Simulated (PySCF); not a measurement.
A structure optimised at B3LYP-D3(BJ)/def2-SVP, used in a PySCF frequency run:

```
N
C 1 1.3735
O 2 1.2220 1 123.87
H 2 1.1128 3 122.33 1 174.11
C 1 1.4299 2 118.00 4 156.31
H 5 1.1031 1 113.94 2 1.61
H 5 1.1045 6 110.43 1 -123.80
H 5 1.1083 6 109.51 7 -115.41
```
Charge 0, spin multiplicity 2.

**Question.** Write its SMILES and formula.

**Answer.** C[N]C=O, C2H4NO

**Question.** What are its rotational constants (standard atomic weights)?

**Answer.** 21.585, 6.3630, 5.1265 GHz
